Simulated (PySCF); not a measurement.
Dipole moment and polarisability of `CCC[SiH2]C#C[SiH3]`

C₅H₁₂Si₂.
Structure used (GFN2-xTB), in Å, numbered top down from 1:
```
atom  x, y, z in Å
C1    -2.9259    0.9618    0.5344
C2    -1.7253    0.0842    0.1985
C3    -1.2194    0.3317   -1.2200
Si4    0.2990   -0.7259   -1.6682
C5     1.6475   -0.2958   -0.4746
C6     2.5085    0.0078    0.3218
Si7    3.8231    0.4769    1.5341
H8    -3.2711    0.7710    1.5485
H9    -2.6617    2.0147    0.4551
H10   -3.7477    0.7631   -0.1517
H11   -2.0067   -0.9660    0.3094
H12   -0.9195    0.2842    0.9090
H13   -0.9740    1.3912   -1.3254
H14   -2.0294    0.1328   -1.9253
H15   -0.0120   -2.1556   -1.5339
H16    0.7552   -0.4154   -3.0294
H17    5.0068   -0.3465    1.2748
H18    3.3069    0.2334    2.8841
H19    4.1356    1.8973    1.3513
```

Level: PBE0/def2-SVPD (PySCF), static field, nuclei fixed, core orbitals frozen in the response. The polarisability tensor in these axes (au):

```
x   137.83   1.74  17.68
y     1.74  95.98   9.26
z    17.68   9.26 115.72
```

Question: What are the eigenvalues, a third of the trace, and Δα (Δα² = ½Σ(αi − αj)² over the three pairs)?

Answer: Principal values 91.64, 109.55 and 148.33 au; mean 116.51 au = 17.26 Å³ = 19.21 × 10⁻⁴⁰ C²·m²/J; Δα = 50.19 au (43 % of the mean).

Question: What is the dipole moment, and where does it point?

Answer: (-0.63, 0.33, 0.22) D, 0.74 D in size, pointing from the negative to the positive side. Measured along this direction, the outermost atoms are H17 at the negative end and H8 and H10 at the positive end.

Question: What molar refraction does this α imply?

Answer: Lorentz–Lorenz: R = (4π/3)N_A α = 2.5225 cm³/(mol·Å³) × 17.26 Å³ = 43.6 cm³/mol, in the limit of long wavelengths.

Question: How large is μ²/3kT at 250 K beside α?

Answer: In Gaussian units μ²/3kT = 5.30 Å³ against 17.26 Å³, a ratio of 0.31; the Debye molar polarisation (4π/3)N_A(α + μ²/3kT) is 56.9 cm³/mol, leaving out the vibrational part.

Question: Give the eigenvalues of the traceless quadrupole moment Θ = ½Σq(3rr − r²1), origin at the centre of nuclear charge.

Answer: -4.00, -2.77, 6.78 D·Å. The values depend on the origin, since the dipole doesn't vanish. The electronic extent ⟨r²⟩ about the same centre is 2115 bohr², a root-mean-square distance of 2.91 Å for the 70 electrons.

Question: Find the Langevin capture rate constant for NH4+ (18.034 u) meeting this molecule (128.048 u), k = 2.342 × 10⁻⁹ cm³/s × √(α in Å³ / reduced mass in u).

Answer: The reduced mass is 15.81 u, so k = 2.45 × 10⁻⁹ cm³/s. The formula leaves out the permanent dipole, which adds to the capture rate.

Question: Sum over states: ᾱ = Σ f/ω², ω in Eh. What share falls to these 8 lowest TDDFT singlets (eV, f)? 5.65, 0.0000; 5.88, 0.0108; 5.88, 0.0036; 7.13, 0.4895; 7.26, 0.0083; 7.31, 0.0078; 7.37, 0.0005; 7.71, 0.2572.

Answer: They add up to 10.88 au, 9.3 % of the 116.51 au; the largest single term is 7.14 au, from the state at 7.13 eV. Terms in order: 0.00, 0.23, 0.08, 7.14, 0.12, 0.11, 0.01, 3.21 au. Higher excitations give the rest. The strengths listed sum to 0.778.

Geometry: GFN2-xTB, one conformer, isolated molecule.
